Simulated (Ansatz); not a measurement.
Stepwise reaction of `B[SiH2]C` with water, as a gas-phase model of exchange steps in deposition or etching. ΔE in kJ/mol.

Gas-phase electronic energies from Ansatz, PBE0-D4/def2-TZVP geometries. CBS: MP2 limit from def2 TZ/QZ plus the TZ coupled-cluster correction, frozen cores. This one scheme is used for every species. DFT in def2-TZVPP. B3LYP here is the variant with VWN-RPA as its local correlation; programs differ in this. One conformer a species, not always the lowest.

| step | reaction | PBE-D4 | B3LYP-D4 | ωB97M-V | CCSD(T)/CBS |
| --- | --- | --- | --- | --- | --- |
| 1 | `B[SiH2]C` + H₂O → `C[SiH2]BO` + H₂ | -131.7 | -128.6 | -127.3 | -120.8 |
| 2 | `C[SiH2]BO` + H₂O → `C[SiH](O)BO` + H₂ | -59.9 | -66.9 | -66.6 | -63.8 |

(1) By hand: ΔE of the 2 steps together at CCSD(T)/CBS.

Answers

(1) (-120.8) + (-63.8) = -184.6 kJ/mol, or -92.3 kJ/mol a step.

In ΔE each step is higher than the one before. All are downhill at CCSD(T)/CBS. PBE-D4 differs from CCSD(T)/CBS by -10.9 to 3.9 kJ/mol a step. Isolated molecules leave out the surface, adducts and barriers. Largest T1 diagnostic: 0.013.
